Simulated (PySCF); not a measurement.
Os(OH)3 (H3O3Os), SMILES [OH][Os]([OH])[OH] (connectivity only; charge and spin as stated), neutral, multiplicity 4.

Geometry: PBE0-D3(BJ)/def2-SVP. The spin state was assumed, not searched. The def2 effective core potentials stand for the cores of Os; spin–orbit coupling is left out. The values are those of a single conformer.

These are PySCF with TDA-PBE/def2-SVPD values and carry that method's errors.

Vertical excitations. Isolated molecule, no solvent.

Computed UV-visible absorptions:
| state | energy (eV) | λ (nm) | f | main pairs |
|---|---|---|---|---|
| root 1 | 0.97 | 1281 | 0.000 | β HOMO→LUMO 94 % |
| root 2 | 1.18 | 1049 | 0.001 | β HOMO→LUMO+1 91 % |
| root 3 | 1.31 | 949 | 0.000 | β HOMO→LUMO+2 95 % |
| root 4 | 2.48 | 499 | 0.001 | α HOMO→LUMO 97 % |
| root 5 | 2.69 | 460 | 0.001 | α HOMO−1→LUMO 97 % |
| root 6 | 2.85 | 434 | 0.000 | α HOMO−3→LUMO 41 %, α HOMO−2→LUMO 10 %, β HOMO→LUMO+3 48 % |
| root 7 | 2.99 | 415 | 0.001 | α HOMO−2→LUMO 86 % |
| root 8 | 3.30 | 375 | 0.007 | α HOMO−3→LUMO 49 %, β HOMO→LUMO+3 49 % |
| root 9 | 4.12 | 301 | 0.001 | β HOMO−1→LUMO 92 % |
| root 10 | 4.23 | 293 | 0.001 | α HOMO→LUMO+1 67 %, β HOMO→LUMO+4 16 %, β HOMO−2→LUMO 7 % |
Unrestricted roots are not spin-pure.
